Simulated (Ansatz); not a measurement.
# Worked example: vertical ionisation energy of NaI (Sodium Iodide)

NaI has 2 atoms, charge 0, and is taken as a singlet. As SMILES, `[Na][I]`. The shape is that of a PBE0-D4/def2-TZVP optimisation.

```xyz
2

Na    0.0000    0.0000    0.0443
I     0.0000    0.0000    2.7588
```

Both states at this one shape; open shells run unrestricted unless said. 1 Eh = 27.2114 eV.

```tsv
level	program	singlet NaI (Eh)	doublet NaI+ (Eh)
SVWN5/STO-3G	Ansatz	-7006.177749	-7005.983159
wB97X/STO-3G	Ansatz	-7013.348157	-7013.163313
MP2/STO-3G, 19 core orbitals frozen	Ansatz	-7010.666219	-7010.526258
```

Problem. Work out the vertical ionisation energy at each level.

Solution. 
1. SVWN5/STO-3G: -7005.983159 − (-7006.177749) = 0.194590 Eh = 5.30 eV.
2. wB97X/STO-3G: -7013.163313 − (-7013.348157) = 0.184844 Eh = 5.03 eV.
3. MP2/STO-3G: -7010.526258 − (-7010.666219) = 0.139961 Eh = 3.81 eV.

No measured value is set beside it here; the levels span 3.81 to 5.30 eV. Spin-orbit coupling, which splits open shells on such heavy atoms by tenths of an eV, is left out. Minimal sets are far from the basis-set limit. All-electron rows are non-relativistic unless named.
